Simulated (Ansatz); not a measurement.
The cluster Rb2Cl3⁻: single points at one geometry.

```yaml
crystal:
  periodic: [false, false, false]
  atoms:
    - {symbol: Rb, position_ang: [-0.985633, 2.699400, -1.110685]}
    - {symbol: Rb, position_ang: [0.378425, -1.052073, 0.432122]}
    - {symbol: Cl, position_ang: [-0.298753, 0.181320, -2.569865]}
    - {symbol: Cl, position_ang: [1.389853, -3.707164, 1.527879]}
    - {symbol: Cl, position_ang: [-0.483902, 1.878518, 1.720548]}
basis:
  gaussian: {orbitals: def2-TZVPD, initial_orbitals: start.molden}
total_charge: -1
hamiltonian: {xc: r2scan, dispersion: d4}
scf: {omitted_lower_state_checks: [starts]}
output: {orbitals: {seedname: orbitals}}
```

The file start.molden holds the orbitals of an earlier run on this structure, at another level or in another basis.

```sh
$ ansatz run in.yaml --threads 4 --pin off --events-out ev --progress --plain --max-ram 4787MiB
```

It prints (some lines left out):

```
Functional definition: r2SCAN
1488 factors; their error is unknown
mean field evaluation 1: about -38887.9779 eV, gradient 1.0e1 eV
mean field evaluation 2: about -38887.9980 eV, gradient 4.3e-2 eV
mean field evaluation 4: about -38887.9851 eV, gradient 5.6e-5 eV
mean field -38887.98507467 eV, -1429.1070922710 hartree, gradient 1.3e-5 eV, S^2 0.000000; 0 other end points of the search recorded, 0 dependent functions left out
reference -38887.98509415 eV, -1429.1070929872 hartree; 35, 35 occupied and 169, 169 virtual orbitals, 1488 factors
Total energy: -38888.01034292 eV, -1429.1080208622 hartree
Checks for a lower state left out: starts
```

Run time 26 s (4 threads of Intel Xeon on a shared host).

First input, but with `correlation: {method: mp2}` and without the key `hamiltonian` (abridged; 20 s):

```
Functional definition: HF
mean field -38816.10495366 eV, -1426.4655465461 hartree, gradient 9.4e-6 eV, S^2 0.000000
15 core orbitals not correlated: weight in the atoms' cores, before any rotation towards them, 1.000 or more for the frozen orbitals, at most 0.000 for the correlated occupied ones
second order -20.11433617 eV of doubles, -0.00000000 eV of singles
Total energy: -38836.21928983 eV, -1427.2047347663 hartree
Checks for a lower state left out: starts
```

As the first input, with `hamiltonian: {xc: {name: CAM-B3LYP}, dispersion: d4}` (abridged; 31 s):

```
Functional definition: CAM-B3LYP
mean field -38889.78638433 eV, -1429.1732891802 hartree, gradient 1.2e-5 eV, S^2 0.000000
Total energy: -38889.89899929 eV, -1429.1774277036 hartree
Checks for a lower state left out: starts
```

The first input with `gaussian: {orbitals: STO-3G}`, `hamiltonian: {xc: hf}` (abridged; 3.4 s):

```
Functional definition: HF
mean field -195359.38547295 eV, -7179.3249967834 hartree, gradient 3.3e-5 eV, S^2 0.000000
Total energy: -195359.38547295 eV, -7179.3249967834 hartree
Checks for a lower state left out: starts
```

The first input with `hamiltonian: {xc: pbe, dispersion: d4}`, `output: {forces: true, orbitals: {seedname: orbitals}}` (abridged; 22 s):

```
Functional definition: PBE
mean field -38873.99927707 eV, -1428.5931236891 hartree, gradient 1.4e-5 eV, S^2 0.000000
Total energy: -38874.11590849 eV, -1428.5974098148 hartree
Atom 0 force    -0.015564     0.040084    -0.016565 eV/Å
Atom 1 force    -0.001267     0.004329    -0.001498 eV/Å
Atom 2 force     0.004854    -0.024045    -0.040310 eV/Å
Atom 3 force     0.010859    -0.030488     0.012394 eV/Å
Atom 4 force     0.001118     0.010120     0.045978 eV/Å
Dipole moment:    -1.099730     2.977320    -1.226418 e Å
Checks for a lower state left out: starts
```

The first input with `hamiltonian: {xc: {name: r2SCANh}, dispersion: d4}` (abridged; 34 s):

```
Functional definition: r2SCANh
mean field -38887.57997935 eV, -1429.0922052928 hartree, gradient 1.4e-5 eV, S^2 0.000000
Total energy: -38887.60948086 eV, -1429.0932894533 hartree
Checks for a lower state left out: starts
```

The first input with `hamiltonian: {xc: {name: PBE-QIDH}}` and without the key `output` (abridged; 42 s):

```
Functional definition: PBE-QIDH
mean field -38859.26486996 eV, -1428.0516442153 hartree, gradient 3.2e-6 eV, S^2 0.000000
15 core orbitals not correlated: weight in the atoms' cores, before any rotation towards them, 1.000 or more for the frozen orbitals, at most 0.000 for the correlated occupied ones
second order -22.58589684 eV of doubles, -0.00000000 eV of singles
Total energy: -38866.79352072 eV, -1428.3283170277 hartree
Checks for a lower state left out: starts
```

Geometry: PBE0-D4/def2-SVPD.

In the def2 sets Rb takes a core potential, while STO-3G treats all electrons; there is no spin–orbit coupling. Correlated methods freeze 15 core orbitals; core or outer-core shells of Rb are correlated, in sets that lack core-valence functions. Another isomer (singlet) lies 0.16 eV lower at PBE0-D4/def2-TZVPD; other spin states weren't run for this one.
